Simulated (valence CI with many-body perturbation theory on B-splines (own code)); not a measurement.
Er XXX: fill in the table

Calculated by configuration interaction combined with many-body perturbation theory (CI+MBPT): three valence electrons over a frozen Dirac-Fock core [Kr], radial functions for each j: 9 s, 9 p, 10 d, 8 f, 5 g, 3 h, 1 i, with the one-electron correlation potential Σ1, the two-electron term Σ2, the three-electron term Σ3, Breit, model QED; selected CI, second order for the rest (own B-spline code, finite nucleus).

No measured spectrum was set against this ion. As an estimate, large intervals hold to a few tenths of a per cent, small ones and those within an open d or f shell to about a per cent. Only levels of the ground parity were solved; by the run's estimate the other parity begins above the list, which can be wrong where configurations are misplaced.

| Level | E (cm⁻¹) |
| --- | --- |
| (4d3/2^3) J=3/2 | 0.0 |
| (4d3/2^2 4d5/2) J=5/2 [a] | 69433 |
| (4d3/2^2 4d5/2) J=3/2 | 88063 |
| (4d3/2^2 4d5/2) J=7/2 | ? |
| (4d3/2^2 4d5/2) J=9/2 | 98754 |
| (4d3/2^2 4d5/2) J=1/2 | ? |
| (4d3/2^2 4d5/2) J=5/2 [b] | 149830 |
| (4d3/2 4d5/2^2) J=7/2 [a] | 165590 |
| (4d3/2 4d5/2^2) J=9/2 | 175350 |
| (4d3/2 4d5/2^2) J=3/2 [a] | 188180 |
| (4d3/2 4d5/2^2) J=1/2 | 195470 |
| (4d3/2 4d5/2^2) J=11/2 | ? |
| (4d3/2 4d5/2^2) J=5/2 [a] | 205710 |
| (4d3/2 4d5/2^2) J=5/2 [b] | 219010 |
| (4d3/2 4d5/2^2) J=7/2 [b] | ? |
| (4d3/2 4d5/2^2) J=3/2 [b] | ? |
| (4d5/2^3) J=9/2 | ? |
| (4d5/2^3) J=3/2 | 311730 |
| (4d5/2^3) J=5/2 | 335610 |

Levels are named by their leading jj configuration (3d3/2^4 stands for four electrons in 3d with j = 3/2), which in mixed levels can hold well under half, so a name can repeat and another be missing. Letters in brackets count levels of one name in rising energy.

(1) The levels stand in rising order. What does the calculation give for the missing energies?

Results:

(1) (4d3/2^2 4d5/2) J=7/2 94270; (4d3/2^2 4d5/2) J=1/2 100730; (4d3/2 4d5/2^2) J=11/2 202030; (4d3/2 4d5/2^2) J=7/2 [b] 225850; (4d3/2 4d5/2^2) J=3/2 [b] 265420; (4d5/2^3) J=9/2 268870.
